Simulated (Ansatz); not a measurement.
Reaction (formal loss of a carbene): `CB(C)CCl` → `CB(C)Cl` + `[CH2]` (triplet)

Gas-phase electronic energies from Ansatz, PBE0-D4/def2-TZVP geometries. CBS: MP2 limit from def2 TZ/QZ plus the TZ coupled-cluster correction, frozen cores. This one scheme is used for every species. DFT in def2-TZVPP. B3LYP here is the variant with VWN-RPA as its local correlation; programs differ in this. Triplets are unrestricted, without spin–orbit coupling. One conformer a species, not always the lowest.

CCSD(T)/CBS gives +313.6 kJ/mol.

Another level gave +160.5 kJ/mol. Which?
A. r2SCAN-D4/def2-TZVPP
B. HF/def2-TZVPP
C. PBE-D4/def2-TZVPP
D. B3LYP-D4/def2-TZVPP

B. HF/def2-TZVPP 160.5, B3LYP-D4 307.7, r2SCAN-D4 288.9, PBE-D4 321.9 kJ/mol.

Largest T1 diagnostic among the species: 0.011.

In def2-TZVPP, CCSD(T) changes the Hartree–Fock value by +141.2 kJ/mol (the triples alone add +12.0 kJ/mol) and MP2 by +150.1 kJ/mol. The D4 term adds +12.1 kJ/mol with B3LYP and +6.6 kJ/mol with PBE0; it sums over pairs of atoms, weighted by their polarisabilities, and B3LYP, whose exchange is more repulsive, gets the larger term.
